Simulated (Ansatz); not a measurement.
The same isomerisation along the group O, S, Se.

Gas-phase electronic energies from Ansatz, PBE0-D4/def2-TZVP geometries. CCSD(T)/CBS adds triple-zeta CCSD(T) − MP2 to the extrapolated MP2 energy (def2 sets, frozen cores). Open shells (•) are unrestricted, without spin–orbit coupling. For Ge, Se outer-core shells are correlated without core-valence functions, which leaves a few kJ/mol of doubt a bond. Scalar relativity is left out up to krypton.

**Question.** Order these by ΔE at CCSD(T)/CBS, lowest first. (Best estimate.)
A. `[GeH2][SeH]`• → `[GeH3][Se]`•
B. `[SH][GeH2]`• → `[S][GeH3]`•
C. `[OH][GeH2]`• → `[O][GeH3]`•

**Answer.** A (-0.09 eV), B (+0.28 eV), C (+1.48 eV).

Largest T1 diagnostic: 0.015, for `[O][GeH3]`•.
